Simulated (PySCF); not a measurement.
Molecule: `C=C[CH2][AlH2]`, C$_{3}$H$_{7}$Al.

Bonds (- single, = double, # triple, : aromatic): C1=C2, C2-C3, C3-Al4. C1 carries H5, H6; C2 carries H7; C3 carries H8, H9; Al4 carries H10, H11. H5 is cis to C3; H6 is trans to C3.

Frames of a GFN2-xTB Langevin trajectory at 200 K; GIAO PBE0/pcSseg-1 shieldings in PySCF 2.14.0 with density-fitted response routines, gas phase, non-relativistic; equivalent atoms averaged within each frame.

References, each an isolated molecule treated in the same way: TMS for ¹³C (σ = 186.93 ppm) and ¹H (σ = 31.72 ppm); AlH4- for ²⁷Al (σ = 489.97 ppm). The references are static minima.

Problem. How do the shifts (ppm) fluctuate along the trajectory?

Solution. 
```
         time (fs)     C1     C2    C3    Al4    H6    H7    H5  H10/H11  H8/H9
optimised geometry  123.5  143.1  27.6  219.7  5.59  6.41  5.39     5.53   2.12
               250  140.0  134.3  29.7  151.3  6.31  6.27  6.13     4.72   2.30
               425  114.2  155.3  28.0  228.9  4.75  5.89  4.77     5.87   1.86
               625  125.2  147.2  33.3  220.1  5.68  6.91  6.57     5.95   2.75
               800  129.8  141.4  26.8  199.2  5.27  6.30  5.88     5.01   1.92
              1000  126.6  146.3  21.5  203.3  5.11  6.70  5.84     5.15   2.12
    mean of frames  127.2  144.9  27.8  200.6  5.42  6.41  5.84     5.34   2.19
standard deviation    9.3    7.7   4.3   30.1  0.60  0.40  0.67     0.54   0.36
```

5 frames give an uncertainty of the mean of about the standard deviation over 2.2 at best, since frames this close in time may not be independent; classical motion lacks zero-point vibration, and the reference would need the same averaging.
